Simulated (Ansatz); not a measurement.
A run for Ansatz (an electronic-structure program): R-B3LYP/def2-TZVPP on HIOSi (SMILES O[Si]I), a point of a torsion scan. Elements past Kr take the def2 small-core potentials; no spin–orbit coupling.

Ansatz 0.2 input:
```yaml
crystal:
  periodic: [false, false, false]
  atoms:
    - {symbol: O, position_ang: [-1.05224392, 0.12351108, 0.18381621]}
    - {symbol: Si, position_ang: [0.25353712, 1.02597074, -0.07201098]}
    - {symbol: I, position_ang: [-0.00105147, 1.65855287, -2.49486421]}
    - {symbol: H, position_ang: [-1.39963309, -0.68328946, -0.18658344]}
basis:
  gaussian:
    orbitals: def2-TZVPP
hamiltonian:
  xc: {name: B3LYP}
scf: {lower_state_search: off}
```

The log:

```
WARN ansatz: RAYON_NUM_THREADS=1 ignored (pool sized by the plan → 1); use --threads N
Functional definition: B3LYP
these checks for a lower state are left out or cut short: stability, starts, cluster_reference, orbital_swaps, neighbouring_geometries, increment
integrals: 0.05 GiB planned
912 factors; their error is unknown
mean field: 0.48 GiB planned
mean field evaluation 1: about -18041.9714 eV, gradient 5.9e1 eV
mean field evaluation 2: about -18012.9490 eV, gradient 1.3e2 eV
mean field evaluation 4: about -18047.3510 eV, gradient 6.4e0 eV
mean field evaluation 8: about -18047.4421 eV, gradient 1.5e-1 eV
mean field evaluation 16: about -18047.6775 eV, gradient 3.9e-4 eV
mean field -18047.67753694 eV, -663.2399163274 hartree, gradient 4.7e-6 eV, S^2 0.000000; 0 other end points of the search recorded, 0 dependent functions left out
reference -18047.67774040 eV, -663.2399238043 hartree; 24, 24 occupied and 113, 113 virtual orbitals, 912 factors
Total energy: -18047.67774040 eV, -663.2399238043 hartree
Checks for a lower state left out: stability, starts, cluster_reference, orbital_swaps, neighbouring_geometries, increment
```

Self-consistency was reached.

Cost: roughly 1.7 core-seconds.
